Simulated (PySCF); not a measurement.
SMILES F[SiH2]Br (H₂BrFSi), singlet (PBE0/def2-SVP optimised geometry):

```
5

Si    -0.445    -0.425     0.000
F     -0.953     1.111     0.000
Br    -1.156    -1.421     1.837
H     -1.037    -1.111    -1.174
H      1.037    -0.425     0.000
```

Calculation: PySCF with PBE0/def2-TZVP.

**Question.** What are the frontier orbital energies and the dipole moment?

**Answer.** HOMO-2 -10.45 eV, HOMO-1 -9.05 eV, HOMO -8.76 eV, LUMO -0.16 eV, LUMO+1 0.04 eV; dipole moment 1.38 D.

On the same geometry PBE/def2-TZVP (PySCF) gives HOMO-2 -8.97 eV, HOMO-1 -7.75 eV, HOMO -7.46 eV, LUMO -1.03 eV, LUMO+1 -0.88 eV; dipole moment 1.26 D.

Meta-Löwdin charges at PBE0/def2-TZVP: Si1 0.93, F2 -0.50, Br3 -0.25, H4 -0.10, H5 -0.10.
